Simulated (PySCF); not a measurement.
Molecule: `InChI=1S/C3H8O3S/c1-2-3-7(4,5)6/h2-3H2,1H3,(H,4,5,6)`.

Cartesian coordinates in Å; atom numbers follow the order of the lines, from 1:
```xyz
15

C    -1.7857    0.5970   -0.0698
C    -0.9921   -0.6952    0.0446
C     0.4234   -0.6328   -0.5129
S     1.4667    0.4591    0.4417
O     1.1717    1.8353    0.1091
O     1.4930   -0.0051    1.8208
O     2.9266    0.1189   -0.1955
H    -1.8404    0.9417   -1.1143
H    -1.3306    1.4071    0.5171
H    -2.8137    0.4492    0.2913
H    -1.5080   -1.5064   -0.4949
H    -0.9315   -1.0163    1.0974
H     0.4657   -0.2558   -1.5459
H     0.9209   -1.6122   -0.4689
H     3.4218   -0.3596    0.4872
```

Geometry PBE0-D3(BJ)/def2-SVP throughout; GIAO in PySCF 2.14, gas phase, one conformer, non-relativistic; equivalent atoms averaged; basis pcSseg-1.

(1) How do the shifts δ (against TMS, CS2, H2O at the same level) depend on the functional? (a selection of nuclei; ppm; last column core-seconds on shared hosts with different chips, so compare them loosely; the GGAs took longer than the global hybrids here, which isn't the general rule, and the cause wasn't traced)

(2) Which nucleus among those listed moves most, in ppm?

Results:

(1) 
```
functional                    kind    C3    C2     S4  O5/O6     O7   H15  H13/H14  H11/H12  H8/H9/H10  core-s
       LDA                     LDA  66.9  20.0  342.1  282.9  248.9  4.75     3.09     1.83       1.14      32
       PBE                     GGA  63.3  21.4  328.9  264.1  233.4  4.51     2.99     1.80       1.17      45
      BLYP                     GGA  65.0  22.7  340.7  264.8  235.7  4.46     2.99     1.81       1.20      44
       KT2                     GGA  61.3  21.6  322.2  257.6  226.7  4.51     2.97     1.81       1.18      31
       KT3                     GGA  59.5  22.3  312.5  247.6  218.9  4.45     2.93     1.81       1.18      45
      PBE0           global hybrid  60.7  19.3  331.9  249.2  220.7  4.56     2.88     1.75       1.19      29
      WP04           global hybrid  63.4  22.7  331.4  241.3  212.0  4.77     2.94     1.75       1.21      26
     B97-2           global hybrid  60.0  20.0  331.5  243.4  216.1  4.55     2.89     1.76       1.20      19
 BHandHLYP           global hybrid  59.7  18.6  340.3  235.3  211.5  4.59     2.80     1.74       1.25      25
   wB97X-D  range-separated hybrid  61.1  18.9  336.2  244.8  217.1  4.59     2.83     1.71       1.21      25
```

(2) O5/O6 (S=O oxygen): from 235.3 ppm with BHandHLYP to 282.9 ppm with LDA. The smallest spread is 0.10 ppm, at H8/H9/H10. Proton shifts span only some 12 ppm, so a few tenths of a ppm matter as much there as several ppm in carbon.
